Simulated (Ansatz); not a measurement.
Two isomers of CH6SSi2: A = `S[SiH]1C[SiH2]1`, B = `[SiH3][SiH]1CS1`.

Computed with Ansatz on PBE0-D4/def2-TZVP structures; ΔE is electronic, products minus reactants. CBS: MP2 limit from def2 TZ/QZ plus the TZ coupled-cluster correction, frozen cores. DFT in def2-TZVPP. B3LYP here is the variant with VWN-RPA as its local correlation; programs differ in this. Each species was taken in one conformer, which may not be the lowest.

A:

```xyz
10

S     0.072   -1.269    2.254
Si    0.409   -0.851    0.197
C     0.391    0.963   -0.337
Si   -1.219    0.169   -0.961
H     1.307   -0.922    2.662
H     1.448   -1.695   -0.439
H     1.120    1.263   -1.089
H     0.295    1.712    0.446
H    -2.469    0.615   -0.304
H    -1.353    0.015   -2.429
```

B:

Z-matrix (Å, degrees):
```
Si
Si 1 2.326
H 1 1.485 2 107.7
H 1 1.488 2 110.9 3 -120.0
H 1 1.486 2 110.1 3 119.7
C 2 1.850 1 118.8 3 20.9
S 2 2.099 1 116.5 3 -42.4
H 2 1.484 1 117.6 3 171.1
H 6 1.086 2 120.0 1 1.9
H 6 1.086 2 119.1 1 150.2
```

Task: Which is lower in electronic energy at CCSD(T)/CBS, and by how much? (Best estimate.)

Result: The calculation gave: B, by 11.7 kJ/mol.

Task: Give E(B) − E(A) in kJ/mol with B3LYP-D4, HF/def2-TZVPP, MP2/def2-TZVPP, B3LYP, ωB97M-V, CCSD(T)/def2-TZVPP, B2PLYP. (Estimate.)

Result: Computed: B3LYP-D4 -12.0, HF/def2-TZVPP -18.2, MP2/def2-TZVPP -12.5, B3LYP -12.7, ωB97M-V -7.0, CCSD(T)/def2-TZVPP -11.6, B2PLYP -13.0. None reverses the order clearly.

Task: Does the order hold for the free energy at 298.15 K (harmonic terms from PBE0-D4)? (Estimate.)

Result: Computed: Yes: G(B) − G(A) = -9.8 kJ/mol, for one conformer each.

Largest T1 diagnostic: 0.013.

In def2-TZVPP, CCSD(T) changes the Hartree–Fock value by +6.6 kJ/mol (the triples alone add −0.4 kJ/mol) and MP2 by +5.8 kJ/mol. Leaving LDA and LC-ωPBE aside and taking each functional with its dispersion term where it has one, the values, not all of them listed here, spread over 6.3 kJ/mol, from BLYP-D4 to ωB97M-V. LDA lies +8.5 kJ/mol from PBE without D4.
